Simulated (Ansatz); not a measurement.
Consider the formal exchange of groups at a B–C bond: `FB(S)[CH2][GeH3]` + `C=N` → `N=CB(F)S` + `[CH3][GeH3]`.

Gas-phase electronic energies from Ansatz, PBE0-D4/def2-TZVP geometries. CCSD(T)/CBS adds triple-zeta CCSD(T) − MP2 to the extrapolated MP2 energy (def2 sets, frozen cores). This one scheme is used for every species. Functionals use def2-TZVPP. For Ge outer-core shells are correlated without core-valence functions, which leaves a few kJ/mol of doubt a bond. Scalar relativity is left out up to krypton. Each species was taken in one conformer, which may not be the lowest.

`FB(S)[CH2][GeH3]`:

Cartesian coordinates in Å:
```
F 2.162 0.359 0.025
B 0.974 0.485 0.619
S 0.859 0.191 2.400
C -0.279 0.828 -0.221
Ge -1.040 -0.810 -1.021
H 2.152 -0.126 2.578
H -0.023 1.487 -1.055
H -1.078 1.284 0.366
H 0.040 -1.553 -1.822
H -1.574 -1.726 0.091
H -2.193 -0.418 -1.960
```

`C=N`:

Cartesian coordinates in Å:
```
C -0.006 0.324 0.218
N 0.495 -0.777 -0.137
H -0.915 0.766 -0.208
H 0.486 0.896 1.006
H -0.059 -1.209 -0.878
```

`N=CB(F)S`:

Z-matrix (Å, degrees):
```
C
B 1 1.573
N 1 1.271 2 123.7
H 1 1.096 2 120.0 3 179.9
S 2 1.793 1 124.2 3 -179.5
F 2 1.328 1 118.1 3 0.5
H 3 1.024 1 110.4 2 -0.1
H 5 1.343 2 95.0 1 -0.0
```

`[CH3][GeH3]`:

Z-matrix (Å, degrees):
```
C
Ge 1 1.953
H 1 1.091 2 110.3
H 1 1.090 2 110.3 3 120.0
H 1 1.090 2 110.3 3 -120.0
H 2 1.539 1 110.4 3 -59.8
H 2 1.539 1 110.4 3 60.2
H 2 1.539 1 110.4 3 -179.8
```

```
             level  ΔE (kcal/mol)
            r2SCAN            2.3
   CCSD/def2-TZVPP            3.5
     HF/def2-QZVPP            3.1
SCS-MP2/def2-QZVPP            3.6
```

Question: What does CCSD(T)/CBS give? (Best estimate.)

Answer: Ansatz gave: +3.6 kcal/mol. The listed levels differ from it by -1.3, -0.1, -0.5, 0.0 kcal/mol.

Largest T1 diagnostic among the species: 0.014.

The D4 term adds +1.0 kcal/mol with B3LYP and +0.6 kcal/mol with PBE0; it sums over pairs of atoms, weighted by their polarisabilities, and B3LYP, whose exchange is more repulsive, gets the larger term. From PBE to PBE0 (25 % exact exchange), in def2-TZVPP and without D4, ΔE moves by +0.9 kcal/mol.

B3LYP here is the variant with VWN-RPA as its local correlation; programs differ in this.
